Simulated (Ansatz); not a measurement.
The B1–H2 bond of CH5BSe (SMILES CB[SeH]) is stretched (multiplicity 1, the rest rigid).
Geometry at rest (charge 0, multiplicity 1):
```
atom    x (Å)    y (Å)    z (Å)
----  -------  -------  -------
B     -0.1528  -0.5534   1.0626
H     -1.1320  -0.5894   1.7355
C      1.1691  -1.2645   1.4816
H      0.9786  -2.3331   1.6320
H      1.4936  -0.8885   2.4585
H      2.0000  -1.1608   0.7826
Se    -0.2340   0.4253  -0.5976
H     -1.6347   0.8649  -0.4932
```

Cores are frozen in the correlated methods. Filled d and f shells under p-block atoms count as core.

Run with Ansatz (a quantum-chemistry and plane-wave program). Each number belongs to the level named beside it.

Energies above the point at 1.189 Å (the B3LYP-D3(BJ) bond length), FIC-MRCISD+Q on CASSCF(2,2)/cc-pVTZ (kcal/mol): 4.99 at 1.070 Å; 3.08 at 1.307 Å; 107.30 at 3.804 Å.

Question: Take the last value as the depth D of a Morse curve D(1 − e^(−a(R − R₀)))², fit a and R₀ to the two near points, and test it at 1.605 and 2.080 Å.

Answer: 
With D = 107.3, both near points (counted from the curve's value at 1.189 Å) are met by a = 1.60 Å⁻¹ and R₀ = 1.192 Å, so k = 2Da² = 552 kcal/(mol Å²). The curve then gives 25.2 and 61.9 kcal/mol; the level itself gives 25.1 and 63.6, so Morse is off by 0.1 and -1.8.
